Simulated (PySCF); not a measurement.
Species: C4H4F3S (doublet state).
Cartesian coordinates in Å at the GFN2-xTB level; atoms count from 1:
```
atom  x, y, z in Å
C1     2.8451   -0.1391    0.6548
S2     1.8404    1.1199    0.1481
C3     0.2918    0.3555    0.0415
C4    -0.8181    0.9991   -0.3420
C5    -2.1381    0.3176   -0.4274
F6    -2.0969   -0.9716   -0.0585
F7    -2.6429    0.3382   -1.6771
F8    -3.0675    0.9060    0.3504
H9     2.4650   -1.1292    0.7919
H10    3.8789    0.0882    0.7995
H11    0.2730   -0.6913    0.3067
H12   -0.8295    2.0416   -0.6140
```

The hyperfine couplings belong to this conformer and change with its torsions.

Identity: `[CH2]S/C=C/C(F)(F)F` [radical].

Theory: UKS B3LYP, pcH-1 on C F H S, non-relativistic, mean-field spin-orbit, GIAO in PySCF. The structure is a single GFN2-xTB conformer in the gas phase; no vibrational or solvent corrections. A GFN2-xTB geometry isn't a minimum of the functional, and hyperfine couplings can be far from their values at a DFT geometry. The SCF solution wasn't tested for stability.

Break the g tensor into its mass correction, gauge correction and orbital-Zeeman/spin–orbit terms.

```tsv
Δg (ppt)	1	2	3
relativistic mass correction	-0.17	-0.17	-0.17
gauge correction	0.00	0.05	0.04
orbital Zeeman/spin–orbit	-0.13	0.76	5.51
total	-0.29	0.64	5.38
```

So g = 2.00203, 2.00296, 2.00770 and g_iso = 2.00423; the tensor is rhombic: the two nearest values differ by 16 % of g3 − g1. Axes: g2 points within 13° of the C1–S2 bond and g3 points within 1° of the S2–C3 bond.

At 9.586 GHz, how far is the centre of the isotropic spectrum from where a free electron (g = 2.002319) resonates?

B = hν/(g μB) with μB/h = 13.99624 MHz/mT gives 342.05 mT for the free electron and 341.73 mT at g_iso, 0.33 mT lower.

What are the electron Larmor frequencies g μB B/h along the three axes at 340 mT?

9.5271, 9.5315, 9.5541 GHz for g1, g2 and g3, a range of 27.0 MHz.

Average each term over the three axes. Which is largest in size?

The orbital-Zeeman/spin–orbit term 2.05, the mass correction -0.17 and the gauge correction 0.03 ppt, for a total of 1.91 ppt. The orbital-Zeeman/spin–orbit term is the largest in size. The mass correction is the same along every axis, so the anisotropy comes from the other two: their spans along these axes are 0.05 (gauge) and 5.64 ppt (orbital Zeeman/spin–orbit).

In a frozen sample, at which fields do the three g values resonate at 9.5, 34, 94 and 263 GHz (hyperfine left aside), and which band first spreads them over more than twice a line width of 0.3 mT?

```
band    GHz  B(g3) mT  B(g2) mT  B(g1) mT  spread mT
   X    9.5    338.08    338.88    339.03       0.96
   Q   34.0   1209.96   1212.82   1213.38       3.43
   W   94.0   3345.17   3353.08   3354.64       9.47
   J  263.0   9359.37   9381.49   9385.87      26.50
```

The spread grows in proportion to the frequency. X band is the first where it exceeds 0.6 mT.

Largest spin populations (Mulliken): C1 (+0.86), S2 (+0.14) and C4 (+0.13). C1 is the only atom above +0.15. The angles at C1 add up to 360.0°, so it is planar; its axial dipolar tensor and the negative couplings of its protons fit spin in a p orbital normal to that plane.

The HOMO–LUMO gaps are 4.12 eV among the α and 5.30 eV among the β orbitals.

Time: 62 s (with the writing of density and orbital grids); peak memory 0.95 GiB. Hardware: one thread of an Arm Neoverse V1 (shared host).
